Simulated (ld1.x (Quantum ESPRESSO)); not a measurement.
**How hard is this I TM potential?**

| Property | Result |
| --- | --- |
| Element | I |
| Generator | ld1.x (Quantum ESPRESSO) 7.5 |
| Type | norm-conserving Troullier–Martins (Kleinman–Bylander form) |
| Functional | PBE |
| Relativity | fully relativistic |
| Frozen core | [Kr] |
| Valence charge | 17 |
| Reference configuration | 4d10 5s2 5p5 |
| Partial waves | 5s (bound): rc 1.35 bohr; 4d (bound): rc 1.00 bohr; 5p (bound): rc 1.75 bohr |
| Local potential | the p channel |
| Core correction | none |

Open shells are filled in proportion to 2j + 1 (rel_dist='average').

The pseudo-atom Hamiltonian at the reference potential is diagonalised in spherical Bessel functions j_l(qr) that vanish at 20 bohr, with q² up to the cutoff. All-electron valence levels (Ry): 5s -1.2778, 4d3/2 -3.7662, 4d5/2 -3.6403, 5p1/2 -0.5715, 5p3/2 -0.4981.

Task: How do the lowest levels (Ry) of each channel move with the cutoff, and are there ghosts?

Result:

```json
{"cutoff (Ry)": "8", "s #1": "-1.2424", "s #2": "-0.0678", "d3/2 #1": "0.0390", "d5/2 #1": "0.0379", "p1/2 #1": "-0.5027", "p1/2 #2": "0.0275", "p3/2 #1": "-0.5027", "p3/2 #2": "0.0275", "f #1": "0.1152", "f #2": "0.2411", "Σ f·Δε (mRy)": "37450.3"}
{"cutoff (Ry)": "21", "s #1": "-1.2583", "s #2": "-0.0732", "d3/2 #1": "-0.2091", "d5/2 #1": "-0.2373", "p1/2 #1": "-0.5155", "p1/2 #2": "0.0271", "p3/2 #1": "-0.5155", "p3/2 #2": "0.0271", "f #1": "0.1152", "f #2": "0.2411", "Σ f·Δε (mRy)": "34711.4"}
{"cutoff (Ry)": "45", "s #1": "-1.2733", "s #2": "-0.6207", "d3/2 #1": "-2.7235", "d5/2 #1": "-2.6920", "p1/2 #1": "-0.5200", "p1/2 #2": "0.0269", "p3/2 #1": "-0.5200", "p3/2 #2": "0.0269", "f #1": "0.1152", "f #2": "0.2411", "Σ f·Δε (mRy)": "9873.0"}
{"cutoff (Ry)": "90", "s #1": "-1.2759", "s #2": "-0.8029", "d3/2 #1": "-3.7416", "d5/2 #1": "-3.6204", "p1/2 #1": "-0.5204", "p1/2 #2": "0.0269", "p3/2 #1": "-0.5204", "p3/2 #2": "0.0269", "f #1": "0.1152", "f #2": "0.2411", "Σ f·Δε (mRy)": "222.9"}
{"cutoff (Ry)": "160", "s #1": "-1.2772", "s #2": "-0.8633", "d3/2 #1": "-3.7659", "d5/2 #1": "-3.6403", "p1/2 #1": "-0.5205", "p1/2 #2": "0.0269", "p3/2 #1": "-0.5205", "p3/2 #2": "0.0269", "f #1": "0.1152", "f #2": "0.2411", "Σ f·Δε (mRy)": "3.4"}
{"cutoff (Ry)": "300", "s #1": "-1.2778", "s #2": "-0.8849", "d3/2 #1": "-3.7661", "d5/2 #1": "-3.6405", "p1/2 #1": "-0.5205", "p1/2 #2": "0.0269", "p3/2 #1": "-0.5205", "p3/2 #2": "0.0269", "f #1": "0.1152", "f #2": "0.2411", "Σ f·Δε (mRy)": "0.0"}
{"cutoff (Ry)": "400", "s #1": "-1.2778", "s #2": "-0.8856", "d3/2 #1": "-3.7661", "d5/2 #1": "-3.6405", "p1/2 #1": "-0.5205", "p1/2 #2": "0.0269", "p3/2 #1": "-0.5205", "p3/2 #2": "0.0269", "f #1": "0.1152", "f #2": "0.2411", "Σ f·Δε (mRy)": "0.0"}
```

Result: ghost state, extra bound levels that the all-electron valence spectrum of the same l lacks: s at -12.0 eV (a true bound ghost makes a file unfit for plane-wave use); 10 mRy is reached at 140 Ry and 1 mRy at 230 Ry.

Note: ghost state, extra bound levels that the all-electron valence spectrum of the same l lacks: s at -12.0 eV. A true bound ghost makes a file unfit for plane-wave use. The potential misses its own reference levels by up to 0.7 eV. Its largest configuration-test error is +1351 meV.
